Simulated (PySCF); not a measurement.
## Electronic structure of P²⁺ (phosphorus, charge +2) at the UHF level

Configuration: [Ne] 3s2 3p1, 2P determinant. Calculation: PySCF 2.14, in cc-pVDZ-DK (4s3p1d, 18 functions); scalar relativity by spin-free X2C-1e.

```json
{
 "Total energy": "-340.454370 hartree",
 "One-electron energy": "-460.1574 hartree",
 "Hartree (Coulomb) energy": "141.8127 hartree",
 "Exchange energy": "-22.1096 hartree",
 "⟨S²⟩": "0.7605",
 "⟨L²⟩": "2.031",
 "Sum of ⟨r⟩": "9.662 bohr",
 "Sum of ⟨r²⟩": "14.23 bohr²",
 "Traceless quadrupole moment −½Σ⟨3z² − r²⟩ along its main axis": "-1.88 e·bohr²",
 "Langevin diamagnetic susceptibility": "-11.3 ×10⁻⁶ cm³/mol",
 "Time after the integrals": "0.06 s of wall time on 1 thread of Neoverse-V1 (shared host)"
}
```

```json
{"shell": "1s α", "electrons": "1", "mean orbital energy (eV)": "-2207.3", "spread (eV)": "0", "rms radius, mean of both spins (bohr)": "0.120"}
{"shell": "1s β", "electrons": "1", "mean orbital energy (eV)": "-2207.0", "spread (eV)": "0", "rms radius, mean of both spins (bohr)": "0.120"}
{"shell": "2s α", "electrons": "1", "mean orbital energy (eV)": "-229.71", "spread (eV)": "0", "rms radius, mean of both spins (bohr)": "0.559"}
{"shell": "2s β", "electrons": "1", "mean orbital energy (eV)": "-229.43", "spread (eV)": "0", "rms radius, mean of both spins (bohr)": "0.559"}
{"shell": "2p α", "electrons": "3", "mean orbital energy (eV)": "-171.29", "spread (eV)": "0.465", "rms radius, mean of both spins (bohr)": "0.539"}
{"shell": "2p β", "electrons": "3", "mean orbital energy (eV)": "-170.79", "spread (eV)": "0.648", "rms radius, mean of both spins (bohr)": "0.539"}
{"shell": "3s α", "electrons": "1", "mean orbital energy (eV)": "-40.162", "spread (eV)": "0", "rms radius, mean of both spins (bohr)": "1.90"}
{"shell": "3s β", "electrons": "1", "mean orbital energy (eV)": "-37.170", "spread (eV)": "0", "rms radius, mean of both spins (bohr)": "1.90"}
{"shell": "3p α", "electrons": "1", "mean orbital energy (eV)": "-29.898", "spread (eV)": "0", "rms radius, mean of both spins (bohr)": "2.15"}
```

Densities and radii are taken from the X2C orbitals without a picture-change correction, which distorts them close to the nucleus.
